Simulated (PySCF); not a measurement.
# Telling isomers of C6H9NOSi apart by NMR

Level of theory: σ from GIAO-PBE0/pcSseg-1, coordinates at the GFN2-xTB level, in PySCF 2.14 (averaged over atoms made equivalent by symmetry, fast rotation or ring inversion, single conformer, relativity neglected, in vacuum).

Chemical shifts δ = σref − σ; TMS for 1H (σ = 31.72 ppm) and 13C (σ = 186.93 ppm), all at this level. Where no couplings were computed, multiplicities follow the n + 1 count of equivalent neighbours, and m marks all less simple cases (inequivalent or close neighbours, rings, F or P nearby). Acid and N–H amide carbonyl carbons lie up to 10 ppm further downfield in solution (hydrogen bonding). Shifts are as computed. Against solution values, carbons near 30 ppm lie about +3 ppm off and those near 130 ppm about +5 ppm. Of 1309 compounds with measured shifts, 239 miss one by over three times the rms of a fit or turn the order of signals round; such compounds aren't used in these exercises. OH and NH positions are gas-phase values without hydrogen bonding to other molecules.

(1) Tabulate the signals of `CC(=O)/C(=C/C#N)C[SiH3]`, `C#CC(=C)[SiH2]NC(C)=O`, `N#C/C=C/C(=O)CC[SiH3]`, `N#C[C@@H]1[C@@H]2C[SiH2][C@H]1CO2` and their relative energies.

(2) What is the quickest way to tell CC(=O)/C(=C/C#N)C[SiH3] from N#C[C@@H]1[C@@H]2C[SiH2][C@H]1CO2?

(3) What is the quickest way to tell C#CC(=C)[SiH2]NC(C)=O from N#C[C@@H]1[C@@H]2C[SiH2][C@H]1CO2?

(4) What is the quickest way to tell CC(=O)/C(=C/C#N)C[SiH3] from C#CC(=C)[SiH2]NC(C)=O?

## Answers

(1) 
```json
{"SMILES": "CC(=O)/C(=C/C#N)C[SiH3]", "carbon types": "3×C 1×CH 1×CH2 1×CH3", "δC": "210.8, 174.1, 121.4, 105.2, 28.6, 21.5", "δH": "5.55 (s, 1H), 4.16 (t, 3H), 2.41 (s, 3H), 2.25 (q, 2H)", "E rel. (kcal/mol)": "9.0"}
{"SMILES": "C#CC(=C)[SiH2]NC(C)=O", "carbon types": "3×C 1×CH 1×CH2 1×CH3", "δC": "178.8, 151.6, 132.4, 90.6, 90.0, 24.0", "δH": "6.92 (br s, 1H), 6.22 (br s, 1H), 5.13 (br s, 1H), 5.06 (s, 2H), 3.02 (s, 1H), 2.09 (s, 3H)", "E rel. (kcal/mol)": "11.8"}
{"SMILES": "N#C/C=C/C(=O)CC[SiH3]", "carbon types": "2×C 2×CH 2×CH2", "δC": "202.3, 150.3, 122.6, 119.4, 45.4, 5.0", "δH": "6.93 (d, 1H), 6.70 (d, 1H), 3.88 (t, 3H), 2.85 (t, 2H), 1.02 (m, 2H)", "E rel. (kcal/mol)": "12.7"}
{"SMILES": "N#C[C@@H]1[C@@H]2C[SiH2][C@H]1CO2", "carbon types": "1×C 3×CH 2×CH2", "δC": "124.0, 82.6, 73.8, 37.5, 30.3, 17.9", "δH": "4.71 (m, 1H), 4.57 (m, 1H), 4.18 (m, 1H), 4.01 (m, 1H), 3.99 (m, 1H), 2.77 (m, 1H), 1.77 (m, 1H), 1.46 (m, 1H), 1.23 (m, 1H)", "E rel. (kcal/mol)": "0.0"}
```

Energies are electronic energies at PBE0/pcSseg-1 on these geometries, without zero-point or thermal terms, each for the one conformer computed, which needn't be the lowest.

(2) Both give the same number of carbon signals, but DEPT or the intensities differ. The first has a ketone carbonyl carbon (C) at 210.8 ppm, the second an sp3 CH α to a nitrile at 37.5 ppm. Their most deshielded carbons lie at 210.8 and 124.0 ppm. In the proton spectra the most deshielded non-exchanging signals are 5.55 (s, 1H) and 4.71 (m, 1H).

(3) Both give the same number of carbon signals, but DEPT or the intensities differ. The first has a terminal =CH2 carbon at 151.6 ppm, the second an sp3 CH2 bonded to O at 73.8 ppm. Their most deshielded carbons lie at 178.8 and 124.0 ppm. In the proton spectra the most deshielded non-exchanging signals are 6.92 (br s, 1H) and 4.71 (m, 1H).

(4) Both give the same number of carbon signals, with the same numbers of each carbon type, so the positions decide. The first has an allylic sp3 CH2 bonded to Si at 21.5 ppm, the second a terminal =CH2 carbon at 151.6 ppm. Their most deshielded carbons lie at 210.8 and 178.8 ppm. In the proton spectra the most deshielded non-exchanging signals are 5.55 (s, 1H) and 6.92 (br s, 1H).
